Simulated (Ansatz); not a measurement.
Geometry optimisation, RKS B3LYP-D4/def2-SVP in Ansatz 0.2.0.

input.yaml

```yaml
crystal:
  periodic: [false, false, false]
  atoms:
    - { symbol: C, position_ang: [-1.16838, 0.95848, -0.06657] }
    - { symbol: C, position_ang: [-0.09303, -0.01272, 0.12696] }
    - { symbol: "N", position_ang: [-0.05596, -0.74851, 1.18596] }
    - { symbol: Al, position_ang: [1.52751, -0.44768, -1.11776] }
    - { symbol: H, position_ang: [-1.66993, 0.74353, -1.01639] }
    - { symbol: H, position_ang: [-1.89665, 0.98881, 0.74497] }
    - { symbol: H, position_ang: [-0.72554, 1.94952, -0.21441] }
    - { symbol: H, position_ang: [0.706, -1.42384, 1.30219] }
    - { symbol: H, position_ang: [-0.7494, -0.70513, 1.9345] }
    - { symbol: H, position_ang: [1.78416, 0.25606, -2.45113] }
    - { symbol: H, position_ang: [2.34123, -1.55852, -0.42832] }
total_charge: 1
basis:
  gaussian: { orbitals: def2-SVP }
hamiltonian:
  xc: b3lyp
  dispersion: d4
relax:
  f_tol: 0.015
  max_steps: 40
```

Run as:

```bash
$ ansatz run input.yaml --threads 2 --pin off --max-ram 3072MiB --backend cpu --events-out ev --progress --plain --runs-dir out
```

Problem. Where does it end, and by what steps?

Solution. The run converged. After 7 steps the energy has fallen by 0.089 eV; H10 moved furthest, 0.33 Å.

| step | energy less start (eV) | largest force component (eV/Å) | accepted |
| --- | --- | --- | --- |
| 0 | 0.0000 | 0.698 | yes |
| 1 | -0.0645 | 0.167 | yes |
| 2 | -0.0791 | 0.138 | yes |
| 3 | -0.0850 | 0.136 | yes |
| 4 | 0.0017 | 2.599 | no |
| 5 | -0.0883 | 0.018 | yes |
| 6 | -0.0892 | 0.023 | yes |
| 7 | -0.0893 | 0.009 | yes |

```xyz
11
Properties=species:S:1:pos:R:3
C -1.089 0.925 -0.106
C -0.036 -0.082 0.166
N -0.098 -0.769 1.264
Al 1.536 -0.440 -1.141
H -1.570 0.692 -1.074
H -1.859 1.003 0.678
H -0.615 1.911 -0.259
H 0.603 -1.476 1.501
H -0.848 -0.643 1.953
H 1.518 0.443 -2.431
H 2.458 -1.564 -0.549
```

Whether the end is a true minimum wasn't checked by a vibrational analysis.

Run time: 31 s on 2 threads of Arm Neoverse N1, with other jobs on the host, peak memory 0.19 GiB.
